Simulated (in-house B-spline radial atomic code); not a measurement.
Results of a calculation; reference values are marked as such.
## Making a Troullier-Martins d channel for Ag, r_c = 1.3 bohr

Ag, [Kr] 4d10 5s1, non-relativistic PBE, spherical and spin-unpolarised, from a B-spline radial code for spherical atoms (atomic units). The all-electron 4d level is ε = -0.290666 hartree, its outermost node lies just inside 0.44 bohr and its outer maximum at 1.03 bohr.

Inside r_c the pseudo-orbital is u(r) = r^3 exp(p(r)), with p = c0 + c2 r² + c4 r⁴ + … + c12 r¹². The seven coefficients follow from p and its first four derivatives at r_c, from zero curvature of the screened potential at the origin, c4 = −c2²/(2l + 5), and from the norm inside r_c. At r_c the all-electron orbital has P = 0.8323586, P' = -0.4258481, the screened potential V = -2.486232, V' = 5.255326, V'' = -14.67915, and the norm inside is Q = 0.5251732.

Q: What are p, p' and p'' at r_c?

A: p = ln(P/r_c^3) = ln(0.8323586/2.197) = -0.97058. p' = P'/P − 3/r_c = -0.51162 − 2.30769 = -2.81931. The radial equation gives p'' = 2(V − ε) − 2(3) p'/r_c − p'² = -4.39113 − (-13.01220) − 7.94850 = 0.67256. Differentiating, p''' = 2V' + 2(3)p'/r_c² − 2(3)p''/r_c − 2p'p'' = 1.1895, and p'''' = 2V'' − 4(3)p'/r_c³ + 4(3)p''/r_c² − 2(3)p'''/r_c − 2p''² − 2p'p''' = -8.8713.

For a trial c2 the five matching conditions are linear in c0, c6, c8, c10 and c12, and c2 is varied until the norm inside r_c equals Q. The root nearest zero gives:

```tsv
n	c_n
0	1.654435
2	-1.840867
4	-0.3765325
6	0.8046633
8	-0.45371
10	0.1225643
12	-0.01335292
```

Q: Check c4 and p(r_c), and find the screened pseudopotential at the origin.

A: −c2²/9 = -0.376532, as listed. The terms c_n r_c^n are 1.65444, -3.11107, -1.07541, 3.88396, -3.70105, 1.68965, -0.31110, which sum to -0.97058. Inverting the radial equation, V_l(r) = ε + 3 p'/r + (p'' + p'²)/2, so V_l(0) = ε + (2l + 3) c2 = -0.290666 + 7 × (-1.84087) = -13.1767 hartree, finite where the all-electron potential diverges.

Orbitals and screened potentials:

```tsv
r (bohr)	P	u	V all-electron	V pseudo
0.13	-0.3135	0.01114	-217.8	-13.17
0.325	-0.3063	0.1473	-51.21	-12.86
0.52	0.2703	0.4409	-21.32	-11.53
0.715	0.6986	0.7328	-11.05	-8.967
0.91	0.8791	0.8833	-6.349	-6.037
1.105	0.8953	0.8955	-3.861	-3.819
1.3	0.8324	0.8324	-2.486	-2.486
```

Logarithmic derivatives P'/P at R = 1.6 bohr, for energies E around ε:

| E − ε (hartree) | all-electron | pseudo |
| --- | --- | --- |
| -0.5 | 0.34401 | 0.343656 |
| -0.25 | -0.102184 | -0.102341 |
| -0.1 | -0.443926 | -0.44399 |
| 0 | -0.716854 | -0.716896 |
| 0.1 | -1.0388 | -1.03889 |
| 0.25 | -1.6527 | -1.65314 |
| 0.5 | -3.33171 | -3.33519 |

Q: With P(R) = 0.6886827 and a norm of 0.6999343 inside R, what slope in energy does norm conservation fix?

A: d(P'/P)/dE = −2 × (norm inside R)/P(R)² = -2.9515 per hartree·bohr at E = ε, for both atoms, since orbital and norm agree at R. Differences over ±0.1 hartree give -2.9744 (all-electron) and -2.9745 (pseudo), which also hold third-order terms. Half a hartree below ε the two curves differ by -0.0004.
